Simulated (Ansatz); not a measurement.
Reaction (atomization): `[CH3][Mg][O][SiH3]` → C• + 6 H• + Mg (atom) + O• + Si•

Computed with Ansatz on PBE0-D4/def2-TZVP structures; ΔE is electronic, products minus reactants. CCSD(T)/CBS adds triple-zeta CCSD(T) − MP2 to the extrapolated MP2 energy (def2 sets, frozen cores). This one scheme is used for every species, atoms too. Functionals use def2-TZVPP. HSE06 is defined as in plane-wave codes. No spin–orbit coupling; open shells (•) take unrestricted orbitals. Spin–orbit coupling would lower the free atoms: a little for C, O, Si. For Mg outer-core shells are correlated without core-valence functions, so the limit isn't a true one: a few kJ/mol of doubt a bond, and 10 to 20 or more in all where bonds break to atoms. One conformer a species, not always the lowest.

`[CH3][Mg][O][SiH3]`:

Cartesian coordinates in Å:
```
C -1.604 -0.880 -2.158
Mg -0.431 -0.236 -0.580
O 0.588 0.324 0.793
Si 1.502 0.824 2.020
H -2.505 -0.268 -2.264
H -1.927 -1.916 -2.021
H -1.062 -0.831 -3.107
H 0.727 0.876 3.296
H 2.666 -0.085 2.244
H 2.047 2.193 1.777
```

```tsv
level	ΔE (kJ/mol)	difference from CCSD(T)/CBS
BLYP-D4	3291.4	-58.3
r2SCAN-D4	3331.1	-18.6
B97M-V	3324.3	-25.4
r2SCAN0-D4	3287.7	-62.0
HSE06-D4	3278.6	-71.1
BHLYP-D4	3242.6	-107.1
ωB97X-V	3331.1	-18.6
PBE	3297.7	-52.0
revPBE	3202.9	-146.8
r2SCAN0	3283.4	-66.3
LC-ωPBE	3302.8	-46.9
MP2/def2-SVP	3153.7	-196.0
CCSD(T)/def2-SVP	3119.8	-229.9
SCS-MP2/def2-QZVPP	3356.3	6.6
HF/CBS(def2)	2504.4	-845.3
MP2/CBS(def2)	3388.1	38.4
CCSD(T)/CBS	3349.7	0
```

Largest T1 diagnostic among the species: 0.012.

In def2-TZVPP, CCSD(T) changes the Hartree–Fock value by +750.3 kJ/mol (the triples alone add +35.2 kJ/mol) and MP2 by +788.7 kJ/mol; breaking electron pairs costs correlation energy, which Hartree–Fock lacks. At CCSD(T), def2-SVP lies −229.9 kJ/mol from the extrapolated value and def2-TZVPP −106.7 kJ/mol: correlation converges slowly with the basis, and small sets miss more of it in the bonded molecule than in its fragments. The D4 term adds +23.3 kJ/mol with B3LYP and +12.2 kJ/mol with PBE0; it sums over pairs of atoms, weighted by their polarisabilities, and B3LYP, whose exchange is more repulsive, gets the larger term.

B3LYP here is the variant with VWN-RPA as its local correlation; programs differ in this.

For atomizations the MP2-based limit and the directly extrapolated one differ by several kJ/mol either way, and by 10 to 25 for some Ge, Se and Sn compounds, so smaller differences from it don't rank the levels.
